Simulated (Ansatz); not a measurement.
System: C5H12O (charge 0, singlet). SMILES: CC(C)CCO
Structure (B3LYP-D3(BJ)/def2-TZVP (Ansatz, an electronic-structure program) minimum search):
```xyz
18

C     -2.0355     0.9496     0.7104
C     -0.9011    -0.0693     0.5970
C     -1.4080    -1.3676    -0.0351
C      0.2782     0.5358    -0.1727
C      1.5162    -0.3390    -0.2177
O      2.5600     0.4114    -0.8379
H     -2.4179     1.2131    -0.2796
H     -1.6967     1.8691     1.1917
H     -2.8682     0.5502     1.2930
H     -0.5554    -0.3002     1.6121
H     -2.2722    -1.7535     0.5096
H     -1.7168    -1.1960    -1.0702
H     -0.6467    -2.1488    -0.0395
H     -0.0304     0.7642    -1.1980
H      0.5608     1.4865     0.2877
H      1.8025    -0.6282     0.8026
H      1.3215    -1.2571    -0.7829
H      3.3400    -0.1469    -0.9143
```
Charge 0, spin multiplicity 1.

Cost and error of B3LYP with Ansatz in habitual basis sets for the enthalpy of formation at 298 K (kcal/mol). Terms: spin-orbit terms left out; open shells spin-unrestricted; LANL2DZ all-electron up to Ne; non-relativistic; 6-31G* and kin with 6d, 5d where marked; dispersion terms only where a functional's name holds one; 6-311+G** with 5d. Ab initio and DFT rows: single points at B3LYP-D3(BJ) geometries (Ansatz), with unscaled harmonic terms from B3LYP/6-31G* (Ansatz) at its own minima, enthalpies of formation by atomisation with measured atoms. Costs are core time of energy and forces over that of the cheapest set, on one shared machine, to one figure and rough; under a factor of 2 they don't order.

Measured values: CRC Handbook, as tabulated in the package chemicals; they hold spin-orbit and core effects, anharmonicity and other conformers. For CC(C)CCO (enthalpy of formation at 298 K) the tabulated value and CCSD(T)/CBS(cc-pVTZ,cc-pVQZ) (Ansatz) part by 3.4 kcal/mol: another conformer or state, missing terms or a fault of the table's entry are possible. 

Value to compare with: -71.9 kcal/mol.

```
level            relative cost  enthalpy of formation at 298 K (kcal/mol)   error
---------------  -------------  -----------------------------------------  ------
B3LYP/STO-3G                1×                                     -355.7  -283.8
B3LYP/3-21G                 1×                                      -34.1    37.8
B3LYP/LANL2DZ               2×                                      -10.2    61.7
B3LYP/6-31G                 2×                                      -20.6    51.3
B3LYP/6-31G*                2×                                      -56.8    15.1
B3LYP/cc-pVDZ               3×                                      -33.8    38.1
B3LYP/6-31G**               3×                                      -69.9     2.0
B3LYP/def2-SVP              3×                                      -65.3     6.6
B3LYP/6-31+G*               3×                                      -45.7    26.2
B3LYP/6-311+G**             4×                                      -48.4    23.5
```

The dearest set gives 23.5 kcal/mol. A small set can land close by cancelling terms.
